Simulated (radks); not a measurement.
Problem. Nd XLV, configuration [Ne] 3s2 3p4. Method: non-relativistic Kohn-Sham, TPSS, spin-polarised, spherical densities, point nucleus; open shells are filled with parallel spins first (spin-orbit coupling, left out, can overturn this in heavy ions); meta-GGA in the generalised Kohn-Sham scheme; relativity is left out, which matters for an element this heavy; computed with a radial shooting solver on a logarithmic mesh with Libxc functionals. Some entries of the table are withheld. Estimate them.

orbital  occ.  eigenvalue (eV)  <r^2> (bohr^2)  <r> (bohr)
1s up       1        -43931.76       0.0008549     0.02529
1s down     1        -43926.41       0.0008548     0.02529
2s up       1        -9112.602         0.01332      0.1067
2s down     1        -9109.799         0.01331      0.1066
2p up       3        -8806.201        0.009914     0.09054
2p down     3        -8800.989        0.009912     0.09055
3s up       1              (1)         0.07406      0.2554
3s down     1              (2)         0.07430      0.2558
3p up       3        -3497.776         0.06775         (3)
3p down     1        -3480.386         0.06794         (4)
3d up       0        -3317.049         0.05103      0.2105
3d down     0        -3303.258         0.05098      0.2104
4s up       0        -1911.738          0.2535      0.4752
4s down     0        -1906.352          0.2543      0.4759

Solution. 
(1) 3s up eigenvalue (eV): -3614.263
(2) 3s down eigenvalue (eV): -3597.053
(3) 3p up <r> (bohr): 0.2426
(4) 3p down <r> (bohr): 0.2429
